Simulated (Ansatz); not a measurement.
A nudged elastic band was laid between two geometries of CH$_{8}$ClPSi$_{2}$ (13 atoms, charge 0, multiplicity 1).

These are results of RKS PBE-D4/cc-pVDZ in Ansatz 0.2.0, not measurements.

```json
{"movable images": "5", "climbing image": "yes", "spring": "2.0 to 10.0 eV/Å², energy-weighted", "optimiser": "quadratic models (default)", "start path": "IDPP", "force threshold": "0.05 eV/Å", "iteration limit": "60", "end points": "relaxed"}
```

Initial state:

```xyz
13
Properties=species:S:1:pos:R:3
P -0.628 2.645 1.692
Si -0.979 1.055 0.071
Si 0.697 -0.597 0.077
C 0.334 -2.014 -1.166
Cl 0.101 -1.327 -2.831
H -0.301 1.665 2.706
H 0.762 2.819 1.325
H -2.330 0.429 0.335
H -1.038 1.773 -1.255
H 2.029 0.024 -0.273
H 0.800 -1.206 1.460
H 1.167 -2.742 -1.223
H -0.594 -2.560 -0.903
```

Final state:

```xyz
13
Properties=species:S:1:pos:R:3
P -0.028 2.572 1.678
Si -0.617 1.109 0.008
Si 0.917 -0.680 0.032
C 0.315 -2.086 -1.126
Cl 0.016 -1.425 -2.791
H -0.492 1.681 2.719
H -1.291 3.278 1.627
H -2.022 0.565 0.156
H -0.524 1.854 -1.301
H 2.282 -0.225 -0.421
H 1.038 -1.255 1.429
H 1.064 -2.897 -1.224
H -0.638 -2.526 -0.772
```

Q: What changes between the two ends?

A: No bond is made or broken. The height of P1 over the plane of its neighbours goes from 0.89 to -0.89 Å.

Q: What energy profile does the band end with?

A: It converged. The highest image is number 3 of 0 to 6, 1.08 eV above the first end and 1.06 eV above the last; the last end lies 0.02 eV above the first. Another band between the same ends (5 images) ends at a top of the same energy, where a vibrational analysis finds 1 clearly imaginary mode.

| image | path coordinate (Å) | energy (eV) | height of P1 over the plane of its neighbours (Å) |
| --- | --- | --- | --- |
| 0 | 0.00 | 0.00 | 0.89 |
| 1 | 1.74 | 0.06 | 0.88 |
| 2 | 2.42 | 0.55 | 0.48 |
| 3 | 2.83 | 1.08 | 0.03 |
| 4 | 3.13 | 0.78 | -0.30 |
| 5 | 3.51 | 0.23 | -0.67 |
| 6 | 4.33 | 0.02 | -0.89 |

Q: What is the geometry of the highest image?

A: 
```xyz
13
Properties=species:S:1:pos:R:3
P -0.117 2.241 1.730
Si -0.672 1.153 -0.106
Si 0.751 -0.721 -0.038
C -0.017 -2.139 -1.077
Cl -0.406 -1.502 -2.734
H 0.487 1.587 2.828
H -0.232 3.635 1.939
H -2.128 0.740 -0.183
H -0.375 2.047 -1.283
H 2.102 -0.369 -0.604
H 0.920 -1.203 1.388
H 0.672 -2.997 -1.206
H -0.965 -2.506 -0.637
```

Run time: 4.5 min on 2 threads of Arm Neoverse V2, with other jobs on the host, peak memory 0.2 GiB.
